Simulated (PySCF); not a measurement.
**Distorted geometries of Sm2OCl2**

Sm2OCl2 (singlet in the valence; each metal's 4f electrons, 6 of them, lie in its core potential, out of spins and levels). PySCF 2.14.0, RKS PBE0, Sm lcecp-0-SVP with ECP52, O def2-SVP, Cl def2-SVP; non-relativistic Hamiltonian with scalar-relativistic core potentials where named; density fitting; no spin-orbit coupling. Relaxed geometry:

```xyz
5

Sm   -0.9492   -0.1195    1.9224
Sm    0.9492    0.1195   -1.9224
O     0.0000    0.0000    0.0000
Cl    0.5835    0.0735    4.1071
Cl   -0.5835   -0.0735   -4.1071
```

Problem. Order these distorted geometries by energy above the relaxed one, lowest first.
A.
```xyz
5

Sm   -0.8841   -0.2175    1.8602
Sm    0.9775    0.1323   -1.8550
O    -0.0164    0.1594    0.1238
Cl    0.5613   -0.0475    4.0862
Cl   -0.6384   -0.0267   -4.2151
```
B.
```xyz
5

Sm   -0.9627   -0.1364    1.9292
Sm    1.0509    0.1574   -1.9363
O    -0.0524   -0.1842    0.0087
Cl    0.5813    0.0849    4.0407
Cl   -0.6171    0.0784   -4.0422
```
C.
```xyz
5

Sm   -0.6332   -0.1643    1.5882
Sm    0.7646    0.2052   -1.7642
O    -0.1626    0.0847   -0.1861
Cl    0.5304    0.0783    4.1032
Cl   -0.4992   -0.2040   -3.7410
```

Solution. B (0.13 eV), A (0.44 eV), C (3.13 eV).

Problem. Which forces (eV/Å) act in the one that lies 0.13 eV up?

Solution. 
```
Sm  -0.41 -0.11 -0.24
Sm  -1.00 -0.31  1.02
O    0.89  0.33 -1.29
Cl   0.30  0.05  0.38
Cl   0.22  0.03  0.13
```
Forces carry noise of the integration grid, about 0.01 to 0.03 eV/Å.

A frequency check found unstable modes (1, the lowest at -3 cm⁻¹), so the relaxed geometry is a saddle point, or these are noise. An lcecp potential fixes the number of 4f electrons, so in runs with it no electron can move into or out of that shell.
